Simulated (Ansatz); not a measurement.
Two isomers of CH6BFO2Si: A = `B[Si](O)(F)OC`, B = `OB([SiH3])OCF`.

Computed with Ansatz on PBE0-D4/def2-TZVP structures; ΔE is electronic, products minus reactants. CCSD(T)/CBS adds triple-zeta CCSD(T) − MP2 to the extrapolated MP2 energy (def2 sets, frozen cores). Functionals use def2-TZVPP. B3LYP here is the variant with VWN-RPA as its local correlation; programs differ in this. Each species was taken in one conformer, which may not be the lowest.

A:

```xyz
12

B    -1.832    0.887    0.307
Si    0.033    0.765   -0.418
O     0.771    2.213   -0.354
F    -0.129    0.276   -1.939
O     1.021   -0.296    0.331
C     0.838   -1.695    0.346
H    -2.366   -0.058    0.809
H    -2.462    1.899    0.236
H     1.730    2.226   -0.391
H    -0.154   -1.967    0.724
H     0.959   -2.119   -0.656
H     1.590   -2.131    1.005
```

B:

Z-matrix (Å, degrees):
```
Si
B 1 2.030
H 1 1.487 2 111.9
H 1 1.490 2 110.2 3 120.7
H 1 1.490 2 110.2 3 -120.9
O 2 1.381 1 116.7 3 178.6
O 2 1.354 1 120.2 3 -1.7
C 6 1.376 2 123.0 1 168.4
H 7 0.964 2 114.7 1 171.3
F 8 1.385 6 111.0 2 57.4
H 8 1.090 6 108.6 2 175.4
H 8 1.096 6 111.5 2 -61.3
```

(1) Which isomer does CCSD(T)/CBS put lower? Give the gap. (Best estimate.)

(2) Give E(B) − E(A) in kJ/mol with PBE0-D4, B3LYP-D4, B3LYP, CCSD/def2-TZVPP, MP2/def2-TZVPP, CCSD(T)/def2-TZVPP, r2SCAN-D4. (Estimate.)

Largest T1 diagnostic: 0.013.

## Answers

(1) Computed: A, by 136.1 kJ/mol.

(2) Computed: PBE0-D4 108.3, B3LYP-D4 121.7, B3LYP 118.8, CCSD/def2-TZVPP 132.1, MP2/def2-TZVPP 138.2, CCSD(T)/def2-TZVPP 125.6, r2SCAN-D4 118.2. None reverses the order clearly.

From PBE to PBE0 (25 % exact exchange), in def2-TZVPP and without D4, E(B) − E(A) moves by +14.1 kJ/mol. In def2-TZVPP, CCSD(T) changes the Hartree–Fock value by −22.7 kJ/mol (the triples alone add −6.5 kJ/mol) and MP2 by −10.0 kJ/mol.
